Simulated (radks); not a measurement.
Values are calculated unless marked as measured or tabulated.
Valence configurations of Pd III (all share [Kr]). Code: a radial shooting solver on a logarithmic mesh with Libxc functionals. Model: scalar-relativistic Kohn-Sham, r2SCAN, spin-polarised, spherical densities, finite nucleus; open shells are filled with parallel spins first (spin-orbit coupling, left out, can overturn this in heavy ions); meta-GGA in the generalised Kohn-Sham scheme; Fermi nuclear charge, rms radius 4.5318 fm. Energies are relative to 4d8; eigenvalues in eV for spin up.

4d8: E (eV) 0.000; moment (Bohr magnetons) 2; e(4d) -28.353
4d7.5 5s0.5: E (eV) 3.239; moment (Bohr magnetons) 3; e(4d) -30.634; e(5s) -21.460
4d7 5s1: E (eV) 6.471; moment (Bohr magnetons) 4; e(4d) -32.899; e(5s) -22.970
4d7.5 5p0.5: E (eV) 6.585; moment (Bohr magnetons) 3; e(4d) -31.228; e(5p) -15.103
4d7 5s0.5 5p0.5: E (eV) 10.033; moment (Bohr magnetons) 4; e(4d) -33.483; e(5p) -16.096; e(5s) -23.105
4d7 5p1: E (eV) 13.512; moment (Bohr magnetons) 4; e(4d) -34.060; e(5p) -16.455
4d6 5s2: E (eV) 16.172; moment (Bohr magnetons) 4; e(4d) -37.441; e(5s) -24.292
4d6 5s1.5 5p0.5: E (eV) 19.006; moment (Bohr magnetons) 5; e(4d) -38.055; e(5p) -17.539; e(5s) -25.221
4d6 5p2: E (eV) 28.541; moment (Bohr magnetons) 6; e(4d) -39.662; e(5p) -18.825
4d5 5p3: E (eV) 45.175; moment (Bohr magnetons) 8; e(4d) -45.238; e(5p) -20.833

NIST lists [Kr] 4d8 as the ground configuration; this level of theory agrees among the configurations tried. The energies are those of spherical high-spin densities, not of single terms.
